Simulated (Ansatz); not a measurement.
`C[SiH2][GaH][NH2]` + `C[N]([ZnH])C=O` → `[NH2][GaH][SiH2]C=O` + `C[N](C)[ZnH]`  (redistribution)

Computed with Ansatz on PBE0-D4/def2-TZVP structures; ΔE is electronic, products minus reactants. CBS: MP2 limit from def2 TZ/QZ plus the TZ coupled-cluster correction, frozen cores. DFT in def2-TZVPP. B3LYP here is the variant with VWN-RPA as its local correlation; programs differ in this. For Ga, Zn outer-core shells are correlated without core-valence functions, which leaves a few kJ/mol of doubt a bond. Scalar relativity is left out up to krypton. One conformer a species, not always the lowest.

| level | ΔE (kJ/mol) | difference from CCSD(T)/CBS |
| --- | --- | --- |
| PBE-D4 | 159.5 | -1.9 |
| r2SCAN-D4 | 169.8 | 8.4 |
| PBE0-D4 | 166.5 | 5.1 |
| B3LYP-D4 | 160.0 | -1.4 |
| ωB97X-V | 164.0 | 2.6 |
| r2SCAN | 169.8 | 8.4 |
| PBE0 | 166.5 | 5.1 |
| B3LYP | 159.8 | -1.6 |
| HF/def2-TZVPP | 168.2 | 6.8 |
| MP2/def2-TZVPP | 169.1 | 7.7 |
| SCS-MP2/def2-TZVPP | 162.7 | 1.3 |
| CCSD/def2-TZVPP | 161.3 | -0.1 |
| CCSD(T)/def2-TZVPP | 161.6 | 0.2 |
| MP2/def2-QZVPP | 168.7 | 7.3 |
| MP2/CBS(def2) | 168.9 | 7.5 |
| CCSD/CBS(def2) | 161.0 | -0.4 |
| CCSD(T)/CBS | 161.4 | 0 |

Largest T1 diagnostic among the species: 0.017.

From PBE to PBE0 (25 % exact exchange), in def2-TZVPP and without D4, ΔE moves by +7.0 kJ/mol.

CCSD(T)/CBS has its own doubt, a few kJ/mol and more with outer-core shells, so smaller differences from it don't rank the levels.
